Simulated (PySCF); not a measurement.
Molecule: carbon tetrabromide, SMILES C(Br)(Br)(Br)Br. Atoms near the plane z = 1.0 Å, at the B3LYP/def2-SVP optimised geometry (x, y, z in Å): C2 (-0.7, -0.9, 0.0), Br3 (1.3, -0.9, 0.0), Br4 (-1.3, -1.8, 1.6), Br5 (-1.3, 0.9, 0.0).

Level of theory: B3LYP/def2-TZVP run with PySCF. The values are rescaled to run from 0 to 1.

```
|00000000000000000000000000000|
|00000000000000000000000000000|
|00000000000000000000000000000|
|00000000000000000000000000000|
|00000000000000000000000000000|
|00000000000000000000000000000|
|00000000000000000000000000000|
|00000000000000000000000000000|
|00000000000000000000000000000|
|00000000000000000000000000000|
|00000000000000000000000000000|
|00000000000000000000000000000|
|00000000000000000000000000000|
|00000000000000000000000000000|
|00000000000000000000000000000|
|00000000000000000000000000000|
|00000000000000000000000000000|
|00000000111110000000000000000|
|00000001100011000000000000000|
|00000000000001000000000000000|
|00000000582001000000000000000|
|00000002999001000000000000000|
|00000001998000000000000000000|
|00000000231000000000000000000|
|00000000000000000000000000000|
|00000000000000000000000000000|
|00000000000000000000000000000|
|00000000000000000000000000000|
|00000000000000000000000000000|
```
Scale: ten equal steps from 0.000 (start of '0') to 1.00 (end of '9'), in the order '0123456789'; x runs from -3.50 to 3.50, y from -3.50 (bottom) to 3.50 (top).

Task: Which quantity is mapped?
A) deformation density (molecule minus spherical neutral atoms)
B) electron localisation function
C) Laplacian of the electron density
D) an orbital amplitude

Result: C, Laplacian of the electron density. In full: Laplacian of the electron density (e/bohr⁵), clipped to [-1.50, 1.50].
